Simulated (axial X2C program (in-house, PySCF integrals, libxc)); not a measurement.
## RbC⁺: cheaper levels and CCSD(T), 2c

Computed with an in-house all-electron X2C program for linear molecules (integrals from PySCF). Two-component (2c) means X2C with spin–orbit coupling and atomic mean-field two-electron Coulomb and Gaunt terms. Basis: Rb dyall-cv3z [12s13p8d4f1g], C dyall-v3z [7s6p2d1f] (cores contracted in-house); Gaussian nuclei, density fitting, unrestricted open shells. Masses: Rb 84.912 u, C 12.000 u.

State: Ω = 2 (⟨Sz⟩ = 1.00, ⟨Lz⟩ = 1.00 at HF); fragments Rb+ + C.

```csv
level,Re (Å),ωe (cm⁻¹),De (eV)
PBE0,3.343,107.1,0.064
HF,3.492,93.6,0.039
MP2,3.346,109.6,0.141
CCSD,3.371,106.4,0.151
r2SCAN0,3.336,109.1,n/a
```

Correlated methods: 12 electrons correlated (number of frozen shells: Rb 3 s, 2 p, 1 d; C 1 s), 240 virtual spin orbitals or spinors in MP2, 90 natural virtuals in coupled cluster.

CCSD(T), same Hamiltonian and basis:

Re = 3.358 Å, ωe = 108.1 cm⁻¹, De = 0.15 eV; T1 = 0.005 (Lee–Taylor normalisation).

(1) Give the differences from CCSD(T) in the columns below.

The state is a single determinant with fixed occupations, the lowest that a limited PBE0 search found. Dissociation energies refer to the lowest single-determinant-based atoms at the same level and basis. Density functionals use the spin component along the axis (collinear). CCSD and (T) use frozen natural virtuals with an MP2 correction for the truncation; (T) itself is uncorrected, so its De runs slightly low. In 2c an atomic determinant is not the ground J level, so De misses part of the atomic spin–orbit lowering. This holds for PBE0, MP2, CCSD, r2SCAN0, CCSD(T). PBE0 can misorder states that lie within some tenths of an eV, so this need not be the ground state of the molecule. The nearest other 2c determinant of the search, Ω = 1, lies 0.13 eV up at the distance of the search. The functionals have no current-density term, which raises determinants with orbital currents, atoms included. The atomic limit has a lower orbital projection than the molecule and lies lower at mean-field level, so De may be about a tenth of an eV too small. With several unpaired electrons one determinant need not be a pure state. Open-shell Ω = 0 determinants with evenly filled partner blocks cannot be reached by this program, so the Ω shown need not be the lowest component. The bond is weak, and without diffuse functions and with truncated virtuals even CCSD(T) can be tens of per cent off in De.

Results:

(1) 

```tsv
level	ΔRe (Å)	Δωe (cm⁻¹)
PBE0	-0.015	-1.0
HF	0.134	-14.5
MP2	-0.012	1.5
CCSD	0.013	-1.7
r2SCAN0	-0.022	1.0
```
